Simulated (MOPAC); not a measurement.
MOPAC input (PM7):

```
PM7 PRECISE GNORM=0.05 LET XYZ UHF MS=0.5 GEO-OK AUX(PRECISION=9) THREADS=1
C3H10GeN

C     2.68393600 1    0.54521700 1   -0.87319800 1
C     1.64485300 1    0.21086900 1    0.13456200 1
N     0.28822000 1    0.36904700 1   -0.37993100 1
C    -0.07136300 1    1.75868400 1   -0.62193900 1
Ge   -1.02129700 1   -0.69627200 1    0.38081700 1
H     3.67350300 1    0.85634300 1   -0.56776000 1
H     2.49579900 1    0.34616400 1   -1.91947600 1
H     1.76819000 1   -0.83800600 1    0.44822900 1
H     1.81153800 1    0.80988700 1    1.04762900 1
H    -0.06263000 1    2.37324600 1    0.29289900 1
H    -1.06829100 1    1.81842100 1   -1.06110200 1
H     0.63061400 1    2.21137800 1   -1.32699900 1
H    -0.49888200 1   -2.14152900 1    0.35101100 1
H    -2.28768200 1   -0.52760200 1   -0.47376500 1
H    -1.34276600 1   -0.29952900 1    1.84614000 1
```

From the output:

```
                                                       MOPAC v23.2.5 Linux

          FINAL HEAT OF FORMATION =         45.83442 KCAL/MOL =     191.77121 KJ/MOL

          COSMO AREA              =        144.80 SQUARE ANGSTROMS
          COSMO VOLUME            =        140.44 CUBIC ANGSTROMS

          GRADIENT NORM           =          0.04872          =       0.01258 PER ATOM
          IONIZATION POTENTIAL    =          8.435334 EV
          ALPHA SOMO LUMO (EV)    =         -8.462 -0.230
          BETA  SOMO LUMO (EV)    =         -8.435 -0.223
          NO. OF ALPHA ELECTRONS  =         16
          NO. OF BETA  ELECTRONS  =         15
          MOLECULAR WEIGHT        =        132.7087         POINT GROUP:  C1

          MOLECULAR DIMENSIONS (Angstroms)

            Atom       Atom       Distance
            H    14    H     6     6.07509
            H    13    H    12     4.34717
            H     7    H    15     3.31078

          SCF CALCULATIONS        =         62

   ATOM   CHEMICAL          X               Y               Z
  NUMBER   SYMBOL      (ANGSTROMS)     (ANGSTROMS)     (ANGSTROMS)

     1       C          2.68936150  *   0.55787207  *  -0.84258708  *
     2       C          1.64096683  *   0.18906922  *   0.12661010  *
     3       N          0.30529241  *   0.33690400  *  -0.46459883  *
     4       C         -0.09046829  *   1.73006215  *  -0.64581774  *
     5      Ge         -1.01913011  *  -0.67869118  *   0.41789368  *
     6       H          3.70561606  *   0.63374035  *  -0.53804312  *
     7       H          2.45238414  *   0.71842144  *  -1.86982688  *
     8       H          1.79004968  *  -0.88960439  *   0.40583765  *
     9       H          1.76110449  *   0.77081979  *   1.07414334  *
    10       H         -0.22086060  *   2.29863415  *   0.28906042  *
    11       H         -1.03461726  *   1.76721385  *  -1.21852884  *
    12       H          0.67476182  *   2.25328833  *  -1.25164395  *
    13       H         -0.52536468  *  -2.10727104  *   0.32742435  *
    14       H         -2.26439989  *  -0.48539170  *  -0.42306580  *
    15       H         -1.24067445  *  -0.25008010  *   1.84663693  *

                             CARTESIAN COORDINATES

   1    C        2.689361495     0.557872073    -0.842587080
   2    C        1.640966829     0.189069224     0.126610099
   3    N        0.305292407     0.336903997    -0.464598829
   4    C       -0.090468292     1.730062148    -0.645817742
   5   Ge       -1.019130113    -0.678691178     0.417893679
   6    H        3.705616061     0.633740346    -0.538043125
   7    H        2.452384135     0.718421436    -1.869826881
   8    H        1.790049683    -0.889604390     0.405837655
   9    H        1.761104491     0.770819787     1.074143344
  10    H       -0.220860605     2.298634146     0.289060422
  11    H       -1.034617260     1.767213850    -1.218528843
  12    H        0.674761816     2.253288334    -1.251643950
  13    H       -0.525364685    -2.107271038     0.327424353
  14    H       -2.264399886    -0.485391702    -0.423065803
  15    H       -1.240674445    -0.250080102     1.846636930

           Empirical Formula: C3 H10 N Ge  =    15 atoms

      MOLECULAR POINT GROUP   :   C1

          ALPHA EIGENVALUES
 -34.28217 -25.75547 -23.31598 -20.03130 -18.17326 -16.00495 -15.44974 -14.89744
 -13.61237 -13.19667 -12.67685 -12.04532 -11.55535 -11.10015  -9.03061  -8.46163
  -0.22989   1.42794   1.48400   3.58472   4.55043   4.95157   5.05826   5.61366
   5.81650   5.83807   6.16539   6.43180   6.72341   6.79755

           BETA EIGENVALUES
 -34.25588 -25.57305 -23.22661 -19.79698 -18.15152 -15.91421 -15.30742 -14.81397
 -13.49383 -13.01509 -12.45992 -12.02598 -11.53949 -11.04798  -8.43533  -0.22318
   0.93653   1.42806   1.48423   3.59520   4.66520   5.01277   5.22345   5.68928
   5.82101   5.86914   6.22789   6.62545   6.75323   7.02225

              NET ATOMIC CHARGES AND DIPOLE CONTRIBUTIONS

  ATOM NO.   TYPE          CHARGE      No. of ELECS.   s-Pop       p-Pop
    1          C          -0.316656        4.3167     1.12727     3.18939
    2          C          -0.090097        4.0901     1.05400     3.03610
    3          N          -0.544211        5.5442     1.68202     3.86219
    4          C          -0.254913        4.2549     1.05623     3.19868
    5         Ge          -0.061565        4.0616     1.01534     3.04623
    6          H           0.133754        0.8662     0.86625
    7          H           0.153283        0.8467     0.84672
    8          H           0.153736        0.8463     0.84626
    9          H           0.123946        0.8761     0.87605
   10          H           0.114844        0.8852     0.88516
   11          H           0.145314        0.8547     0.85469
   12          H           0.149459        0.8505     0.85054
   13          H           0.110154        0.8898     0.88985
   14          H           0.114102        0.8859     0.88590
   15          H           0.068851        0.9311     0.93115
 DIPOLE           X         Y         Z       TOTAL
 POINT-CHG.    -0.919    -0.335     1.288     1.617
 HYBRID         0.216     0.482     0.452     0.696
 SUM           -0.703     0.147     1.740     1.883

          ATOMIC ORBITAL ELECTRON POPULATIONS

     Atom    s        px        py        pz
    1  C   1.12727   1.05546   1.03735   1.09657
    2  C   1.05400   0.88488   1.12188   1.02934
    3  N   1.68202   1.10510   1.18758   1.56951
    4  C   1.05623   1.14762   0.91310   1.13796
    5 Ge   1.01534   0.97543   1.03652   1.03428
    6  H   0.86625
    7  H   0.84672
    8  H   0.84626
    9  H   0.87605
   10  H   0.88516
   11  H   0.85469
   12  H   0.85054
   13  H   0.88985
   14  H   0.88590
   15  H   0.93115

                    (SZ)    =    0.500000
                    (S**2)  =    0.753586

          ATOMIC ORBITAL SPIN POPULATIONS

    Atom   Total    s     px     py     pz
         Atomic
    1  C  1.0414  0.026  0.049  0.899  0.067
    2  C -0.0481 -0.007 -0.012 -0.009 -0.020
    3  N  0.0083 -0.000  0.003  0.000  0.005
    4  C  0.0009 -0.000 -0.000  0.001  0.001
    5 Ge -0.0078 -0.001 -0.004 -0.002 -0.001
    6  H -0.0292 -0.029
    7  H -0.0289 -0.029
    8  H  0.0377  0.038
    9  H  0.0247  0.025
   10  H -0.0000 -0.000
   11  H  0.0000  0.000
   12  H -0.0000 -0.000
   13  H  0.0003  0.000
   14  H  0.0003  0.000
   15  H  0.0005  0.000

 **********************
 *                    *
 * JOB ENDED NORMALLY *
 *                    *
 **********************

 == MOPAC DONE ==
```

The geometry given is a B3LYP-D3(BJ)/def2-TZVP minimum.
